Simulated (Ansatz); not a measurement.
Energy needed to pull apart BH$_{2}$Se (SMILES [BH][SeH]), doublet, into free ground-state atoms, from the structure below (displaced at random from a GFN2-xTB minimum); no zero-point or spin–orbit terms; open-shell atoms are treated unrestricted, in their ground-state multiplicity.

```csv
atom,x (Å),y (Å),z (Å)
B1,-0.0557,-0.7476,0.3145
Se2,0.3017,0.9681,-0.1793
H3,0.5548,-1.4616,1.0680
H4,-0.8929,1.2632,-1.1399
```

Ansatz 0.2.0; basis: def2-TZVPP; cores frozen in the correlated methods; orbitals are unrestricted. Filled d shells of the heavier atoms are correlated. The def2 sets are not built for correlating such inner shells, so the correlated values are less sure here. B3LYP uses VWN-RPA correlation.

| method | atomization energy (kcal/mol) |
| --- | --- |
| PBE-D4 | 253.2 |
| r2SCAN-D4 | 253.1 |
| PBE0-D4 | 248.2 |
| B3LYP-D4 | ? |
| CAM-B3LYP-D4 | ? |
| wB97M-V | 242.2 |
| HF | 178.5 |
| MP2 | 239.4 |
| CCSD | 232.6 |
| CCSD(T) | 237.0 |

Task: What does CAM-B3LYP-D4 give? (Judge from chemistry; the value comes from the calculation.)

Result: By the calculation: 245.3 kcal/mol, which is about 8.2 kcal/mol more than CCSD(T)/def2-TZVPP.

Task: What does B3LYP-D4 give? (An estimate is asked for; the value comes from the calculation.)

Result: By the calculation: 246.7 kcal/mol, which is about 9.6 kcal/mol more than CCSD(T)/def2-TZVPP.

In triple zeta the MP2 and coupled-cluster atomization energies are still short of their basis limit by a few kcal/mol a bond, whereas those of the functionals are nearly converged, so these differences are not deviations from converged CCSD(T).

The T1 diagnostic stays at or below 0.016. ⟨S²⟩ of the unrestricted Hartree–Fock references: 0.76 (a pure state has 0.75).

For scale, one of the runs: CCSD(T)/def2-TZVPP forces, 107 basis functions (an equivalent command: `ansatz run in.yaml --threads 4`). Hardware: 4 CPU threads, shared host. Wall time 54 s; peak host memory 1.3 GiB.
